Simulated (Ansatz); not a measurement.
`[SiH3]O[Si]O[SiH3]` + `CC[SiH2]O` → `CC[SiH2]O[SiH3]` + `O[Si]O[SiH3]`  (ligand exchange at the Si–O bond)

Isolated molecules relaxed with PBE0-D4/def2-TZVP in Ansatz; ΔE leaves out vibrations. CCSD(T)/CBS adds triple-zeta CCSD(T) − MP2 to the extrapolated MP2 energy (def2 sets, frozen cores). This one scheme is used for every species. Functionals use def2-TZVPP. B3LYP here is the variant with VWN-RPA as its local correlation; programs differ in this. One conformer a species, not always the lowest.

```tsv
level	ΔE (kJ/mol)	difference from CCSD(T)/CBS
PBE-D4	-11.4	0.2
r2SCAN-D4	-11.0	0.6
PBE0-D4	-12.0	-0.4
B3LYP-D4	-12.1	-0.5
ωB97X-V	-12.8	-1.2
ωB97M-V	-12.8	-1.2
B2PLYP	-10.3	1.3
PBE	-9.5	2.1
r2SCAN	-10.2	1.4
PBE0	-10.2	1.4
B3LYP	-9.3	2.3
HF/def2-TZVPP	-10.1	1.5
MP2/def2-TZVPP	-11.7	-0.1
SCS-MP2/def2-TZVPP	-11.4	0.2
CCSD/def2-TZVPP	-11.6	0.0
CCSD(T)/def2-TZVPP	-11.5	0.1
HF/def2-QZVPP	-9.7	1.9
MP2/def2-QZVPP	-11.6	0.0
SCS-MP2/def2-QZVPP	-11.3	0.3
HF/CBS(def2)	-9.7	1.9
MP2/CBS(def2)	-11.8	-0.2
CCSD/CBS(def2)	-11.7	-0.1
CCSD(T)/CBS	-11.6	0
```

Largest T1 diagnostic among the species: 0.014.
